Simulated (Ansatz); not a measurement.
`Cl[SiH2][NH][GeH3]` + `F[Si](S)(Cl)Cl` → `F[Si](Cl)(Cl)S[SiH2]Cl` + `[NH2][GeH3]`  (ligand exchange at the Si–N bond)

Program: Ansatz. Geometries: PBE0-D4/def2-TZVP. ΔE: electronic, gas phase. CCSD(T)/CBS adds triple-zeta CCSD(T) − MP2 to the extrapolated MP2 energy (def2 sets, frozen cores). This one scheme is used for every species. DFT in def2-TZVPP. B3LYP here is the variant with VWN-RPA as its local correlation; programs differ in this. For Ge outer-core shells are correlated without core-valence functions, which leaves a few kJ/mol of doubt a bond. Scalar relativity is left out up to krypton. One conformer a species, not always the lowest.

`Cl[SiH2][NH][GeH3]`:

```xyz
10

Cl   -2.643   -0.111   -1.097
Si   -0.708   -0.849   -1.082
N     0.445    0.255   -0.497
Ge    0.751    0.675    1.276
H    -0.737   -2.026   -0.188
H    -0.399   -1.198   -2.487
H     0.789    0.940   -1.155
H     0.186   -0.497    2.087
H     0.050    1.990    1.658
H     2.267    0.821    1.485
```

`F[Si](S)(Cl)Cl`:

Cartesian coordinates in Å:
```
F -1.671 0.485 -0.091
Si -0.224 0.038 0.364
S 0.744 -1.082 -1.124
Cl -0.408 -1.151 1.988
Cl 0.763 1.745 0.833
H 0.797 -0.036 -1.970
```

`F[Si](Cl)(Cl)S[SiH2]Cl`:

```xyz
9

F     0.308   -2.013   -1.099
Si    0.751   -0.508   -1.300
Cl    2.366   -0.491   -2.514
Cl   -0.809    0.435   -2.182
S     1.315    0.359    0.529
Si   -0.602    0.412    1.487
Cl   -1.540    2.202    1.188
H    -1.463   -0.666    0.960
H    -0.327    0.270    2.930
```

`[NH2][GeH3]`:

Cartesian coordinates in Å:
```
N 0.572 -0.520 -0.868
Ge -0.183 0.388 0.548
H 0.563 -1.525 -0.756
H 0.150 -0.301 -1.760
H -0.042 1.886 0.240
H -1.677 0.068 0.793
H 0.617 0.004 1.802
```

```tsv
level	ΔE (kcal/mol)
r2SCAN-D4	1.7
ωB97X-V	2.9
PBE	1.3
B3LYP	4.3
SCS-MP2/def2-TZVPP	3.9
CCSD/def2-TZVPP	4.5
MP2/def2-QZVPP	2.3
HF/CBS(def2)	7.0
```

Q: What does CCSD(T)/CBS give? (Best estimate.)

A: Ansatz gave: +2.8 kcal/mol. The listed levels differ from it by -1.1, 0.1, -1.5, 1.5, 1.1, 1.7, -0.5, 4.2 kcal/mol.

Largest T1 diagnostic among the species: 0.011.

In def2-TZVPP, CCSD(T) changes the Hartree–Fock value by −2.9 kcal/mol (the triples alone add −0.8 kcal/mol) and MP2 by −3.9 kcal/mol. The D4 term adds −1.8 kcal/mol with B3LYP and −1.1 kcal/mol with PBE0; it sums over pairs of atoms, weighted by their polarisabilities, and B3LYP, whose exchange is more repulsive, gets the larger term.
